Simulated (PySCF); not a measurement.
F3Y (SMILES [F][Y]([F])[F]), singlet, at a GFN2-xTB geometry (such geometries of metal compounds can be far from the true shape) (all electrons, no relativity); B3LYP/3-21G in PySCF.

PySCF was given this input:
```python
from pyscf import gto, scf, dft

mol = gto.M(
    atom='''
Y     0.064406   -0.132675   -0.312240
F    -1.527885   -0.684202    0.527201
F    -0.086800    1.740846   -0.205977
F     1.335592   -0.481720    1.031816
''',
    basis='3-21g',
    charge=0,
    spin=0,
    verbose=4,
)

mf = dft.RKS(mol)
mf.xc = 'b3lyp'
mf.kernel()
```

The log (banner, timings and long lists left out):

```
PySCF version 2.14.0

[INPUT] verbose = 4
[INPUT] num. atoms = 4
[INPUT] num. electrons = 66
[INPUT] charge = 0
[INPUT] spin (= nelec alpha-beta = 2S) = 0
[INPUT] symmetry False subgroup None
[INPUT] Mole.unit = angstrom
[INPUT] Symbol           X                Y                Z      unit          X                Y                Z       unit  Magmom
[INPUT]  1 Y      0.064406000000  -0.132675000000  -0.312240000000 AA    0.121709700779  -0.250719413577  -0.590048085134 Bohr   0.0
[INPUT]  2 F     -1.527885000000  -0.684202000000   0.527201000000 AA   -2.887284199831  -1.292954393880   0.996265502597 Bohr   0.0
[INPUT]  3 F     -0.086800000000   1.740846000000  -0.205977000000 AA   -0.164028227612   3.289722165045  -0.389240117960 Bohr   0.0
[INPUT]  4 F      1.335592000000  -0.481720000000   1.031816000000 AA    2.523903094160  -0.910318868725   1.949849650944 Bohr   0.0

nuclear repulsion = 340.102701799672
number of shells = 29
number of NR pGTOs = 126
number of NR cGTOs = 63
basis = 3-21g
ecp = {}

******** <class 'pyscf.dft.rks.RKS'> ********
method = RKS
initial guess = minao
damping factor = 0
level_shift factor = 0
DIIS = <class 'pyscf.scf.diis.CDIIS'>
diis_start_cycle = 1
diis_space = 8
diis_damp = 0
SCF conv_tol = 1e-09
SCF conv_tol_grad = None
SCF max_cycles = 50
direct_scf = True
direct_scf_tol = 1e-13
XC library pyscf.dft.libxc version 7.1.2
    S. Lehtola, C. Steigemann, M. J. T. Oliveira, and M. A. L. Marques,  SoftwareX 7, 1–5 (2018)
XC functionals = b3lyp
    P. J. Stephens, F. J. Devlin, C. F. Chabalowski, and M. J. Frisch,  J. Phys. Chem. 98, 11623 (1994)
radial grids:
    Treutler-Ahlrichs [JCP 102, 346 (1995); DOI:10.1063/1.469408] (M4) radial grids

becke partition: Becke, JCP 88, 2547 (1988); DOI:10.1063/1.454033
pruning grids: <function nwchem_prune>
grids dens level: 3
symmetrized grids: False
atomic radii adjust function: <function treutler_atomic_radii_adjust>
small_rho_cutoff = 0
Set gradient conv threshold to 3.16228e-05
Initial guess from minao.
tot grids = 64664
init E= -3611.33939527869
  HOMO = -0.635878303708945  LUMO = -0.268659817250361  gap/eV = 9.99252
cycle= 1 E= -3615.7145228514  delta_E= -4.38  |g|= 1.01  |ddm|=  2.3
  HOMO = -0.173229997941344  LUMO = -0.0856993750472608  gap/eV = 2.38183
cycle= 2 E= -3615.2670772567  delta_E= 0.447  |g|= 1.91  |ddm|= 1.89
  HOMO = -0.320295952809434  LUMO = -0.0579484790029432  gap/eV = 7.13884
cycle= 3 E= -3615.85525625498  delta_E= -0.588  |g|= 0.193  |ddm|= 1.39
  HOMO = -0.321658591221557  LUMO = -0.0754906916736187  gap/eV = 6.69857
cycle= 4 E= -3615.86487355076  delta_E= -0.00962  |g|= 0.03  |ddm|= 0.197
  HOMO = -0.321710319422561  LUMO = -0.0745374403500718  gap/eV = 6.72592
cycle= 5 E= -3615.86503560101  delta_E= -0.000162  |g|= 0.0048  |ddm|= 0.0182
  HOMO = -0.322090753066104  LUMO = -0.0742851670878673  gap/eV = 6.74313
cycle= 6 E= -3615.8650405898  delta_E= -4.99e-06  |g|= 0.000843  |ddm|= 0.00401
  HOMO = -0.322189191151988  LUMO = -0.0742844910017699  gap/eV = 6.74583
cycle= 7 E= -3615.86504071998  delta_E= -1.3e-07  |g|= 8.41e-05  |ddm|= 0.000699
  HOMO = -0.32219554755645  LUMO = -0.0742921827067495  gap/eV = 6.74579
cycle= 8 E= -3615.86504072124  delta_E= -1.26e-09  |g|= 5.77e-05  |ddm|= 9.1e-05
  HOMO = -0.322194484244967  LUMO = -0.0742931699244687  gap/eV = 6.74574
cycle= 9 E= -3615.8650407218  delta_E= -5.58e-10  |g|= 5.65e-06  |ddm|= 3.79e-05
  HOMO = -0.322193755473171  LUMO = -0.0742934014615839  gap/eV = 6.74571
Extra cycle  E= -3615.86504072179  delta_E= 6.82e-12  |g|= 9.94e-06  |ddm|= 1.07e-05
converged SCF energy = -3615.86504072179
```
